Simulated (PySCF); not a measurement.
## UHF on S⁺ (sulfur, charge +1)

Configuration: [Ne] 3s2 3p3, high-spin 4S determinant. Computed with PySCF 2.14 in def2-TZVPPD (6s6p4d1f, 51 functions), with the non-relativistic Hamiltonian (point nucleus).

* Total energy: -397.163036 hartree
* One-electron energy: -542.9209 hartree
* Hartree (Coulomb) energy: 170.5492 hartree
* Exchange energy: -24.7913 hartree
* Kinetic energy: 397.14037 hartree
* ⟨S²⟩: 3.7508
* ⟨L²⟩: 0.000
* Sum of ⟨r⟩: 12.75 bohr
* Sum of ⟨r²⟩: 20.79 bohr²
* Density at the nucleus (Gaussians lack the cusp): 2570 bohr⁻³
* Spin density at the nucleus: 0.290 bohr⁻³
* Langevin diamagnetic susceptibility: -16.5 ×10⁻⁶ cm³/mol

```
shell  electrons  mean orbital energy (eV)  rms radius, mean of both spins (bohr)
 1s α          1                   -2515.6                                  0.113
 1s β          1                   -2514.7                                  0.113
 2s α          1                   -256.96                                  0.518
 2s β          1                   -256.09                                  0.518
 2p α          3                   -194.11                                  0.492
 2p β          3                   -192.49                                  0.492
 3s α          1                   -38.435                                   1.79
 3s β          1                   -29.049                                   1.79
 3p α          3                   -23.460                                   2.03
```

Spin-orbit constants ζ (cm⁻¹) from the X2C one-electron operator on these orbitals (non-relativistic here): bare nucleus, nucleus screened by l(l+1)(2l+1)/3 electrons, and screened by the Breit-Pauli mean field of the electrons.

```csv
shell,bare,screened nucleus,mean field
2p,7381,6458,6035
3p,545.6,477.4,440.9
```
